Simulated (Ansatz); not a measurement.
Reaction (isomerisation): `CCBCN` → `CB(C)CN`

Gas-phase electronic energies from Ansatz, PBE0-D4/def2-TZVP geometries. CBS: MP2 limit from def2 TZ/QZ plus the TZ coupled-cluster correction, frozen cores. DFT in def2-TZVPP. B3LYP here is the variant with VWN-RPA as its local correlation; programs differ in this. One conformer a species, not always the lowest.

Problem. Is it downhill or uphill in electronic energy at CCSD(T)/CBS, and by how much? (Best estimate.)

Solution. The calculation gave: Downhill: ΔE = -60.9 kJ/mol.

Problem. What do these levels give: PBE-D4, B3LYP-D4, ωB97M-V, PBE, r2SCAN, HF/def2-TZVPP, MP2/def2-TZVPP, SCS-MP2/def2-TZVPP, CCSD(T)/def2-TZVPP, HF/def2-QZVPP, MP2/def2-QZVPP, MP2/CBS(def2)? (Best estimate.)

Solution. Ansatz gave: PBE-D4 -62.8, B3LYP-D4 -61.6, ωB97M-V -62.2, PBE -61.8, r2SCAN -65.4, HF/def2-TZVPP -54.4, MP2/def2-TZVPP -62.4, SCS-MP2/def2-TZVPP -58.6, CCSD(T)/def2-TZVPP -60.7, HF/def2-QZVPP -54.1, MP2/def2-QZVPP -62.4, MP2/CBS(def2) -62.6 kJ/mol.

Largest T1 diagnostic among the species: 0.010.

In def2-TZVPP, CCSD(T) changes the Hartree–Fock value by −6.3 kJ/mol (the triples alone add −0.8 kJ/mol) and MP2 by −8.0 kJ/mol.
